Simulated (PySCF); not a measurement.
Atoms are numbered as in `[CH2:1]=[C:2]1[CH2:3][SiH2:4]1`; H(Xn) means a hydrogen on atom n. Ha(C1) is cis to C3; Hb(C1) is trans to C3.

Theory: geometry from GFN2-xTB, shieldings: GIAO PBE0/pcSseg-1, in PySCF (gas phase, averaged over atoms made equivalent by symmetry, fast rotation or ring inversion, non-relativistic Hamiltonian, single conformer).

Chemical shifts δ = σref − σ; $^{13}$C (186.93 ppm), $^{1}$H (31.72 ppm), $^{29}$Si (349.16 ppm) against TMS, all at this level.

```tsv
atoms	nucleus	count	Hirshfeld charge	δ (ppm)
Si4	$^{29}$Si	1	0.31	-145.0
Hb(C1)	$^{1}$H	1	0.05	6.64
H(Si4)	$^{1}$H	2	-0.06	3.21
Ha(C1)	$^{1}$H	1	0.05	6.78
C2	$^{13}$C	1	-0.10	144.7
H(C3)	$^{1}$H	2	0.05	1.20
C3	$^{13}$C	1	-0.17	?
C1	$^{13}$C	1	-0.10	?
```

Problem. Estimate the values marked ?.

Solution. 
- C1: 133.3 ppm, terminal =CH2 carbon; the olefinic region
- C3: 2.4 ppm, three-membered-ring carbon; carbons of three-membered rings are unusually shielded

Shifts are as computed. Against solution values, carbons near 30 ppm lie about +3 ppm off and those near 130 ppm about +5 ppm. Of 1309 compounds with measured shifts, 239 miss one by over three times the rms of a fit or turn the order of signals round; such compounds aren't used in these exercises.
